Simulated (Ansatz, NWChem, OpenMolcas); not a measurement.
# InNH3 (SMILES [NH2][InH]): methods side by side

InNH3: 5 atoms, total charge 0, spin state doublet. SMILES: `[NH2][InH]`. The shape is that of a PBE0-D4/def2-TZVP optimisation. This is one conformer, not always the lowest.

Each level gives the vertical energy of the quartet above the doublet (eV). The values are calculated.

```json
{"level": "USVWN5/def2-SVP (core potential)", "kind": "LDA", "program": "Ansatz", "value (eV)": "4.27", "CPU time (all runs)": "6.4 s"}
{"level": "UBLYP/def2-SVP (core potential)", "kind": "GGA", "program": "Ansatz", "value (eV)": "4.14", "CPU time (all runs)": "11 s"}
{"level": "UM06-L/def2-SVP (core potential)", "kind": "meta-GGA", "program": "OpenMolcas", "value (eV)": "4.30", "CPU time (all runs)": "64 s"}
{"level": "U-r2SCAN0/def2-SVP (core potential)", "kind": "hybrid meta-GGA", "program": "Ansatz", "value (eV)": "3.72", "CPU time (all runs)": "33 s"}
{"level": "UBHLYP/def2-SVP (core potential)", "kind": "global hybrid", "program": "Ansatz", "value (eV)": "3.85", "CPU time (all runs)": "15 s"}
{"level": "U-wB97M-V/def2-SVP (core potential)", "kind": "range-separated hybrid", "program": "Ansatz", "value (eV)": "4.13", "CPU time (all runs)": "2.4 min"}
{"level": "UB2PLYP/def2-SVP (core potential)", "kind": "double hybrid", "program": "Ansatz", "value (eV)": "4.07", "CPU time (all runs)": "16 s"}
{"level": "UMP2/def2-SVP (core potential)", "kind": "perturbation theory", "program": "NWChem", "value (eV)": "4.01", "CPU time (all runs)": "44 s"}
{"level": "UBCCD(T)/def2-SVP (core potential)", "kind": "coupled cluster or CI", "program": "Ansatz", "value (eV)": "3.85", "CPU time (all runs)": "34 s"}
```

Spin-orbit coupling is left out. The values span 3.72 to 4.30 eV. In the correlated wave-function rows the outer d shell of In is correlated, in sets not made for it. Times are those of the runs behind each value, whatever else they computed, on shared processors of several kinds: orders of magnitude only.
